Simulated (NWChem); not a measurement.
System meant: TaOCl3; SMILES [O]=[Ta]([Cl])([Cl])[Cl]

Input file for NWChem:

```
start job
memory heap 200 mb stack 900 mb global 1100 mb
geometry units angstroms noautoz
  Ta     0.000000     0.000000     0.102146
  O      0.000000     0.000000     1.825121
  Cl    -0.165425     2.200457    -0.559571
  Cl    -1.822939    -1.243491    -0.559571
  Cl     1.988364    -0.956966    -0.559571
end
basis spherical
  Ta library def2-svp
  O library def2-svp
  Cl library def2-svp
end
dft
  xc pbe0
  iterations 150
  mulliken
end
task dft energy
```

End of the output:

```
          Convergence Information
          -----------------------
          Convergence aids based upon iterative change in
          total energy or number of iterations.
          Levelshifting, if invoked, occurs when the
          HOMO/LUMO gap drops below (HL_TOL):  1.00D-02
          DIIS, if invoked, will attempt to extrapolate
          using up to (NFOCK): 10 stored Fock matrices.

                    Damping( 0%)  Levelshifting(0.5)       DIIS
                  --------------- ------------------- ---------------
          dE  on:    start            ASAP                start
          dE off:    2 iters        150 iters           150 iters

      Screening Tolerance Information
      -------------------------------
          Density screening/tol_rho:  1.00D-10
          AO Gaussian exp screening on grid/accAOfunc:  14
          CD Gaussian exp screening on grid/accCDfunc:  20
          XC Gaussian exp screening on grid/accXCfunc:  20
          Schwarz screening/accCoul:  1.00D-08

      Superposition of Atomic Density Guess
      -------------------------------------

      charge =      73.0 Ta (Tantalum)

      symmetry species            s     p     d     f
      number of basis functions = 7     6     5     1
      number of cont. functions = 6     3     2     1
      number of closed shells   = 6     4     2     1
      number of open shells     = 0     0     1     0
      open shell occupation     = 0     0     3     0
 ------------------------------------------------------------------------
 atomscf:atomd: error in atom scf                   0
 ------------------------------------------------------------------------
 ------------------------------------------------------------------------
  current input line :
    20: task dft energy
 ------------------------------------------------------------------------
 ------------------------------------------------------------------------
 This error has not yet been assigned to a category
 ------------------------------------------------------------------------
 For more information see the NWChem manual at https://nwchemgit.github.io

0:atomscf:atomd: error in atom scf:Received an Error in Communication
```

Q: Find the fault in this run and fix the input.

A: The run crashed. Cause: the def2 basis of a heavy element holds valence functions alone and wants its effective core potential (without it all electrons must fit into that basis). This input runs:
```
start job
memory heap 200 mb stack 900 mb global 1100 mb
geometry units angstroms noautoz
  Ta     0.000000     0.000000     0.102146
  O      0.000000     0.000000     1.825121
  Cl    -0.165425     2.200457    -0.559571
  Cl    -1.822939    -1.243491    -0.559571
  Cl     1.988364    -0.956966    -0.559571
end
basis spherical
  * library def2-svp
end
ecp
  Ta library def2-ecp
end
dft
  xc pbe0
  iterations 150
  mulliken
end
task dft energy
```
It converges to -1512.07896 Ha (PBE0/def2-SVP with def2 effective core potentials on Ta).
